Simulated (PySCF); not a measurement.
chloro(fluoromethyl)silane (CH4ClFSi), SMILES Cl[SiH2]CF. Atoms are numbered in the order given.

```xyz
8

F      1.9571    -0.2231     0.7951
C      1.3016    -0.8718    -0.2399
Si    -0.5679    -0.6934    -0.0227
Cl    -1.0860     1.2917    -0.2482
H      1.6295    -0.4431    -1.2039
H      1.5880    -1.9404    -0.2375
H     -0.9704    -1.1369     1.3347
H     -1.2567    -1.4912    -1.0726
```

Geometry: ωB97X-D3(BJ)/def2-SVP. Other conformers were not sampled.

All values below come from HF/pcSseg-1 run with PySCF.

GIAO shieldings, no solvent; atoms listed in one row are averaged. δ = σ(ref) − σ: ¹⁹F against CFCl3 (σ = 238.5 ppm); ¹³C against TMS (σ = 192.6 ppm); ²⁹Si against TMS (σ = 393.8 ppm); ³⁵Cl against HCl (σ = 958.2 ppm); ¹H against TMS (σ = 31.99 ppm), references at their B3LYP-D3(BJ)/def2-TZVP geometries, non-relativistic (without spin–orbit terms, shifts of atoms bonded to Cl or Br come out too high).

**Question.** Estimate the chemical shifts. (An estimate is asked for; the answer gives what the named calculation found.)

**Answer.** 
| nucleus | atoms | count | δ (ppm) |
|---|---|---|---|
| ¹⁹F | F1 | 1 | -257.9 |
| ¹³C | C2 | 1 | 72.6 |
| ²⁹Si | Si3 | 1 | -13.7 |
| ³⁵Cl | Cl4 | 1 | -84.8 |
| ¹H | H7 | 1 | 5.12 |
| ¹H | H5 | 1 | 4.75 |
| ¹H | H8 | 1 | 4.73 |
| ¹H | H6 | 1 | 4.50 |
